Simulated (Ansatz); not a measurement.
Reaction (formal hydrolysis of the Al–Cl bond): `C[NH][AlH][Cl]` + H₂O → `C[NH][AlH][OH]` + HCl

Isolated molecules relaxed with PBE0-D4/def2-TZVP in Ansatz; ΔE leaves out vibrations. CBS: MP2 limit from def2 TZ/QZ plus the TZ coupled-cluster correction, frozen cores. This one scheme is used for every species. Functionals use def2-TZVPP. HSE06 is defined as in plane-wave codes. One conformer a species, not always the lowest.

(1) Is it downhill or uphill in electronic energy at CCSD(T)/CBS, and by how much? (Estimate.)

(2) What do these levels give: HSE06-D4, B2PLYP, r2SCAN0, HF/def2-SVP, CCSD(T)/def2-TZVPP, SCS-MP2/def2-QZVPP? (An estimate is asked.)

Largest T1 diagnostic among the species: 0.011.

Answers

(1) Computed: Uphill: ΔE = +9.1 kcal/mol.

(2) Ansatz gave: HSE06-D4 9.8, B2PLYP 7.7, r2SCAN0 9.2, HF/def2-SVP 10.3, CCSD(T)/def2-TZVPP 8.0, SCS-MP2/def2-QZVPP 8.4 kcal/mol.

From PBE to PBE0 (25 % exact exchange), in def2-TZVPP and without D4, ΔE moves by +0.8 kcal/mol. Leaving LDA and LC-ωPBE aside and taking each functional with its dispersion term where it has one, the values, not all of them listed here, spread over 2.6 kcal/mol, from CAM-B3LYP-D4 to HSE06-D4. LDA lies −0.9 kcal/mol from PBE without D4. At CCSD(T), def2-SVP lies −0.8 kcal/mol from the extrapolated value and def2-TZVPP −1.1 kcal/mol.
